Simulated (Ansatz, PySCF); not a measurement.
Pair of molecules: NH3 (SMILES N) (first 4 atoms) with C2H6O (SMILES COC); geometry from B3LYP-D3(BJ)/def2-TZVP, rigid monomers moved along the line of their centres of mass till H4···O6 is 3.07 Å.
(charge 0, multiplicity 1):
```xyz
13

N      0.49795    -0.02045     0.16662
H     -0.03699     0.56947    -0.46041
H      0.69135    -0.88318    -0.32900
H     -0.09862    -0.24790     0.95762
C     -0.47000     1.18061     4.18020
O     -0.59502    -0.21528     3.98682
C      0.57121    -0.91439     4.37740
H      0.35028     1.59007     3.57943
H     -0.29181     1.41783     5.23646
H     -1.40822     1.63673     3.86741
H      1.43756    -0.59825     3.78495
H      0.38618    -1.97419     4.20793
H      0.78882    -0.75503     5.44087
```

Interaction energies are E(AB) − E(A) − E(B) at the monomers' geometry in the complex; basis-set methods are counterpoise corrected.

Cores are frozen in the correlated methods.

The values were computed with Ansatz (a quantum-chemistry and plane-wave program) with Gaussian orbitals; PySCF for the dispersion terms. 

Problem. Give the interaction energy at the level B3LYP-D3(BJ)/def2-TZVPPD.

Solution. -71 meV
